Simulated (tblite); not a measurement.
C7H5O3 (doublet state).
Numbering: `[O:1][c:2]1[cH:3][cH:4][cH:5][cH:6][c:7]1[O:8][CH:9]=[O:10]` (hydrogens: H11 on C3; H12 on C4; H13 on C5; H14 on C6; H15 on C9)
Bond orders are those of one Lewis drawing.

Computed with GFN2-xTB (tblite), gas phase: L-BFGS steps from a force-field or distance-geometry start until the largest atomic force falls under 0.01 eV/Å.

The end geometry, which sets the zero of energy:
```
atom  x, y, z in Å
O1      0.5605    2.1620   -0.1743
C2     -0.0648    1.1039   -0.0876
C3     -1.4778    1.0259    0.2177
C4     -2.1486   -0.1618    0.1937
C5     -1.4875   -1.3563   -0.1216
C6     -0.1234   -1.3619   -0.3933
C7      0.5868   -0.1876   -0.3506
O8      1.9241   -0.1635   -0.6457
C9      2.7688    0.4479    0.2025
O10     2.5533    0.7156    1.3407
H11    -1.9742    1.9549    0.4535
H12    -3.2047   -0.1906    0.4190
H13    -2.0363   -2.2851   -0.1372
H14     0.3903   -2.2838   -0.6212
H15     3.7291    0.5884   -0.3174
```

Problem. These geometries come from the run, each turned onto the end geometry. Order them by energy, lowest first.
A.
```
atom  x, y, z in Å
O1      0.5604    2.1732   -0.1526
C2     -0.0707    1.1161   -0.1018
C3     -1.4864    1.0310    0.1925
C4     -2.1486   -0.1623    0.1944
C5     -1.4832   -1.3564   -0.1148
C6     -0.1203   -1.3532   -0.3970
C7      0.5825   -0.1740   -0.3675
O8      1.9207   -0.1474   -0.6630
C9      2.7680    0.4323    0.2055
O10     2.5560    0.6589    1.3541
H11    -1.9892    1.9573    0.4228
H12    -3.1989   -0.1997    0.4471
H13    -2.0298   -2.2876   -0.1163
H14     0.4080   -2.2705   -0.6128
H15     3.7270    0.5901   -0.3124
```
B.
```
atom  x, y, z in Å
O1      0.3534    2.3559   -0.2368
C2     -0.1856    1.2499   -0.1762
C3     -1.5889    1.0637    0.1400
C4     -2.1534   -0.1774    0.2032
C5     -1.3885   -1.3251   -0.0319
C6     -0.0328   -1.2222   -0.3358
C7      0.5594    0.0102   -0.4256
O8      1.8928    0.1290   -0.7656
C9      2.8030    0.2037    0.2063
O10     2.6082    0.0827    1.3744
H11    -2.1647    1.9588    0.3198
H12    -3.2012   -0.2826    0.4448
H13    -1.8508   -2.2977    0.0263
H14     0.5587   -2.1105   -0.5037
H15     3.7860    0.3696   -0.2609
```
C.
```
atom  x, y, z in Å
O1      0.5629    2.1661   -0.1297
C2     -0.0682    1.1104   -0.0946
C3     -1.4848    1.0327    0.1809
C4     -2.1420   -0.1610    0.1988
C5     -1.4819   -1.3574   -0.1107
C6     -0.1217   -1.3609   -0.4052
C7      0.5816   -0.1820   -0.3679
O8      1.9187   -0.1454   -0.6650
C9      2.7610    0.4387    0.2042
O10     2.5503    0.6479    1.3551
H11    -1.9828    1.9641    0.3950
H12    -3.1883   -0.1893    0.4586
H13    -2.0277   -2.2875   -0.1048
H14     0.4023   -2.2809   -0.6264
H15     3.7162    0.6126   -0.3101
```
D.
```
atom  x, y, z in Å
O1      0.2808    2.3765   -0.2683
C2     -0.2185    1.2515   -0.2008
C3     -1.6124    1.0533    0.1343
C4     -2.1728   -0.1886    0.2102
C5     -1.4013   -1.3306   -0.0302
C6     -0.0466   -1.2146   -0.3580
C7      0.5584    0.0238   -0.4354
O8      1.9121    0.1704   -0.7401
C9      2.8603    0.1983    0.2130
O10     2.6950    0.0959    1.3815
H11    -2.1832    1.9537    0.3155
H12    -3.2167   -0.2944    0.4659
H13    -1.8759   -2.3006    0.0497
H14     0.5406   -2.1038   -0.5426
H15     3.8758    0.3171   -0.2166
```
E.
```
atom  x, y, z in Å
O1      0.5688    2.1629   -0.1129
C2     -0.0685    1.1068   -0.0930
C3     -1.4870    1.0340    0.1772
C4     -2.1439   -0.1623    0.2107
C5     -1.4728   -1.3555   -0.0905
C6     -0.1169   -1.3530   -0.4034
C7      0.5867   -0.1761   -0.3758
O8      1.9208   -0.1249   -0.6788
C9      2.7597    0.4307    0.2087
O10     2.5459    0.5983    1.3657
H11    -1.9899    1.9761    0.3422
H12    -3.1935   -0.1926    0.4672
H13    -2.0072   -2.2933   -0.0813
H14     0.3822   -2.2771   -0.6490
H15     3.7113    0.6340   -0.3088
```

Solution. A (0.003 eV), C (0.007 eV), E (0.013 eV), B (0.047 eV), D (0.110 eV).

In the order of the answer:

```json
{"step": "60", "E above end (eV)": "0.003", "largest force (eV/Å)": "0.09", "rms force component (eV/Å)": "0.025", "rms distance from end (Å)": "0.025", "rms bond change (Å)": "0.001", "bond most changed (Å)": "C7–O8 +0.001"}
{"step": "57", "E above end (eV)": "0.007", "largest force (eV/Å)": "0.12", "rms force component (eV/Å)": "0.041", "rms distance from end (Å)": "0.034", "rms bond change (Å)": "0.001", "bond most changed (Å)": "C2–C3 -0.002"}
{"step": "53", "E above end (eV)": "0.013", "largest force (eV/Å)": "0.14", "rms force component (eV/Å)": "0.045", "rms distance from end (Å)": "0.057", "rms bond change (Å)": "0.001", "bond most changed (Å)": "O8–C9 -0.002"}
{"step": "24", "E above end (eV)": "0.047", "largest force (eV/Å)": "0.04", "rms force component (eV/Å)": "0.014", "rms distance from end (Å)": "0.266", "rms bond change (Å)": "0.004", "bond most changed (Å)": "C7–O8 +0.011"}
{"step": "4", "E above end (eV)": "0.110", "largest force (eV/Å)": "0.70", "rms force component (eV/Å)": "0.172", "rms distance from end (Å)": "0.285", "rms bond change (Å)": "0.008", "bond most changed (Å)": "C7–O8 +0.026"}
```

The cost below is that of the whole relaxation. Time: 0.49 s of wall time. Hardware: one thread, Arm Neoverse V1 (aarch64) (shared host).
